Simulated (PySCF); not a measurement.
Mg(I)(NH2) (H2IMgN), SMILES [I][Mg][NH2].

Geometry optimised at PBE0-D3(BJ)/def2-TZVP. The def2 effective core potentials stand for the cores of I; spin–orbit coupling is left out. The values are those of a single conformer.

Computed with PySCF with HF/def2-TZVPD.

The molecule is in vacuum.

```json
{
 "total_energy": "-552.00843 hartree",
 "point_group": "C2v",
 "highest_occupied_level": "-9.88 eV",
 "lowest_empty_level": "0.70 eV",
 "orbital_gap": "10.58 eV",
 "dipole_moment": "2.08 D",
 "quadrupole, principal values (traceless, Buckingham form, about the centre of nuclear charge)": "-4.55, -0.87, 5.41 D·Å",
 "mean_static_polarisability": "64.1 bohr³ (9.50 Å³)",
 "polarisability_principal_values": "56.8, 59.7, 75.9 bohr³"
}
```
